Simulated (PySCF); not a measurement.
Sn (tin, neutral) across methods

[Kr] 4d10 5s1 5p2 5d1, one real determinant (an excited configuration). All numbers are calculated (PySCF 2.14, no relativity, point nucleus, in dyall-av2z).

| method | E (hartree) | mean ε 5s α (eV) | mean ε 5p α (eV) | mean ε 5d α (eV) | Σ⟨r²⟩ (bohr²) | ⟨S²⟩ |
| --- | --- | --- | --- | --- | --- | --- |
| PBE | -6024.48 | -13.046 | -6.420 | -0.067 | 76.29 | 6.001 |
| TPSS | -6024.71 | -13.112 | -6.474 | -0.044 | 76.42 | 6.001 |
| r2SCAN | -6025.03 | -13.581 | -6.783 | -0.001 | 76.38 | 6.002 |
| PBE0 | -6024.65 | -14.496 | -7.452 | -0.428 | 76.25 | 6.001 |
| LDA | -6019.56 | -13.279 | -6.525 | -0.020 | 75.95 | 6.001 |
| UHF | -6022.58795 | -18.192 | -10.043 | -1.192 | 77.26 | 6.003 |

⟨L²⟩ = 7.92 against 12 for a pure F term, so this real determinant mixes terms. A non-relativistic calculation at this Z misses sizeable relativistic shifts. The outer electron is Rydberg-like, and this basis confines it to a smaller radius and binds it less than a complete one would.
